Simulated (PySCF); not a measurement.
A GIAO shielding run with PySCF (density fitting, non-relativistic, gas phase) on SMILES C=C(C)[C@]1(CC)CCO[SiH2]1, C8H16OSi:

```
{"job": {"kind": "nmr", "xc": "PBE0", "basis": "pcSseg-1"}, "charge": 0, "multiplicity": 1}
C      2.041061     0.267616     1.630031
C      1.602976     0.564923     0.398994
C      2.551705     1.085167    -0.645243
C      0.166563     0.415054    -0.038473
C     -0.429101     1.768013    -0.501985
C     -0.423992     2.853774     0.563641
C     -0.755505    -0.284366     0.980419
C     -1.969375    -0.851700     0.244032
O     -1.542433    -1.424193    -0.978063
Si    -0.047123    -0.838341    -1.468508
H      3.098193     0.374734     1.887639
H      1.376729    -0.087866     2.419824
H      2.498316     0.489736    -1.574173
H      3.591186     1.064831    -0.290929
H      2.312737     2.123872    -0.926598
H     -1.461344     1.602759    -0.856820
H      0.119721     2.125474    -1.388478
H     -1.020436     2.569421     1.443955
H     -0.846055     3.791063     0.170482
H      0.597866     3.062276     0.916378
H     -0.206616    -1.121160     1.442504
H     -1.063432     0.386656     1.799586
H     -2.470470    -1.626401     0.846901
H     -2.718359    -0.062597     0.043441
H     -0.132189    -0.212838    -2.822234
H      0.981415    -1.921539    -1.489401
```

Hardware: 1 thread of an x86-64 server CPU, shared host. The job also computes population analyses, field gradients.

(1) How large is the calculation?

(2) How long does it take?

(3) And these other runs on the same molecule and hardware: GIAO shielding at HF/pcSseg-1?

Results:

(1) 86 electrons, 257 basis functions and 1350 auxiliary functions.

(2) 49 s of wall time, with 14 SCF cycles and 4 response iterations. Times on a shared host scatter by some tens of per cent.

(3) HF/pcSseg-1: 257 functions, 25 s.
